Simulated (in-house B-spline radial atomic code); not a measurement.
Whole-atom quantities along the 56-electron series, configuration 1s2 2s2 2p6 3s2 3p6 3d10 4s2 4p6 4d10 4f5/2(2) 5s2 5p6. Breit and QED terms are first order and not part of the total energy; the density at the nucleus is averaged over the nuclear charge. Computed with a radial B-spline atomic code at the basis-set limit: Dirac-Hartree-Fock, jj configuration that fills j = l - 1/2 first, finite nuclei.

```json
{"ion": "Ce2+", "Z": "58", "E/Z² (Eh)": "-2.6339", "Σ<r²> (bohr²)": "43.187", "n(0)/Z³ (bohr⁻³)": "1.8589", "Lamb diamagnetic shielding (ppm)": "6602.25", "repulsion over attraction": "0.14867", "Breit energy (eV)": "198.61", "self-energy (eV)": "154.42", "vacuum polarisation (eV)": "-22.154"}
{"ion": "Pr3+", "Z": "59", "E/Z² (Eh)": "-2.6535", "Σ<r²> (bohr²)": "37.964", "n(0)/Z³ (bohr⁻³)": "1.9194", "Lamb diamagnetic shielding (ppm)": "6763.87", "repulsion over attraction": "0.14724", "Breit energy (eV)": "210.66", "self-energy (eV)": "164.27", "vacuum polarisation (eV)": "-23.909"}
{"ion": "Nd4+", "Z": "60", "E/Z² (Eh)": "-2.6729", "Σ<r²> (bohr²)": "33.977", "n(0)/Z³ (bohr⁻³)": "1.9824", "Lamb diamagnetic shielding (ppm)": "6926.04", "repulsion over attraction": "0.14573", "Breit energy (eV)": "223.22", "self-energy (eV)": "174.61", "vacuum polarisation (eV)": "-25.781"}
```
